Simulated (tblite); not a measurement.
C7H8F2.
Cartesian coordinates in Å at the GFN2-xTB level; atoms count from 1:
```xyz
17
C7H8F2 angstrom
C      2.591    0.279   -1.304
C      1.746   -0.409   -0.810
C      0.709   -1.220   -0.205
C     -0.359   -0.365    0.506
C      0.272    0.475    1.617
C     -1.034    0.530   -0.490
C     -2.311    0.460   -0.795
F     -2.931    1.238   -1.680
F     -3.190   -0.394   -0.271
H      3.339    0.869   -1.742
H      1.166   -1.896    0.523
H      0.235   -1.826   -0.983
H     -1.101   -1.041    0.941
H     -0.486    1.069    2.122
H      0.751   -0.169    2.350
H      1.022    1.143    1.201
H     -0.426    1.267   -0.990
```

Calculated harmonic vibrations of the isolated species, GFN2-xTB (tblite), most abundant isotopes, no scaling. Errors from tens to a few hundred cm⁻¹ against measured bands are possible. One conformer, not necessarily the lowest.

Harmonic wavenumbers (cm⁻¹): 31.0, 62.5, 116.6, 145.6, 161.9, 213.8, 277.4, 316.1, 338.1, 420.4, 448.5, 505.4, 522.1, 582.9, 641.6, 683.2, 832.5, 860.7, 898.7, 926.6, 964.0, 1000.6, 1078.4, 1095.4, 1136.4, 1154.7, 1209.0, 1220.9, 1269.9, 1318.3, 1343.2, 1409.8, 1444.6, 1494.4, 1494.8, 1780.6, 2296.5, 2950.1, 2952.4, 2965.5, 3038.5, 3041.8, 3045.7, 3113.7, 3400.1.

A = 2697, B = 871.0, C = 773.9 MHz; mass 130.059 u (most abundant isotopes); point group C1, symmetry number 1.

What is the zero-point energy?

½Σν̃ = 28102 cm⁻¹ = 336.18 kJ/mol.

What is S at 298.15 K and 1 bar for an ideal gas of classical rigid rotors and harmonic oscillators?

Translation 169.57, rotation 123.68, vibration 125.78: S = 419.0 J/(mol K).

And Cp and H(298.15 K) − H(0)?

Cp = 157.75 J/(mol K), of which vibrations give 124.50 (their classical limit is 45 R = 374.2); H(298.15 K) − H(0) = 29.17 kJ/mol without the zero-point energy, 19.26 from vibrations.

Which modes carry the vibrational entropy at 298.15 K?

31.0 cm⁻¹: 24.12; 62.5 cm⁻¹: 18.31; 116.6 cm⁻¹: 13.20; 145.6 cm⁻¹: 11.42; 161.9 cm⁻¹: 10.57; 213.8 cm⁻¹: 8.41 J/(mol K); the other 39 give 39.74 together.

Blend soft modes into free rotors: weight 1/[1 + (100 cm⁻¹/ν̃)⁴] for the oscillator and the rest for a rotor with moment μB/(μ + B), μ = h/(8π²ν), B = 10⁻⁴⁴ kg m². What vibrational entropy results?

113.86 J/(mol K) in place of 125.78, which changes −T·S at 298.15 K by +3.55 kJ/mol.

Hindered rotation and anharmonicity are outside this model. Other conformers, if any are populated, would add a mixing term that is left out. The structure is chiral; the term R ln 2 for an equal mix with its mirror image is left out.
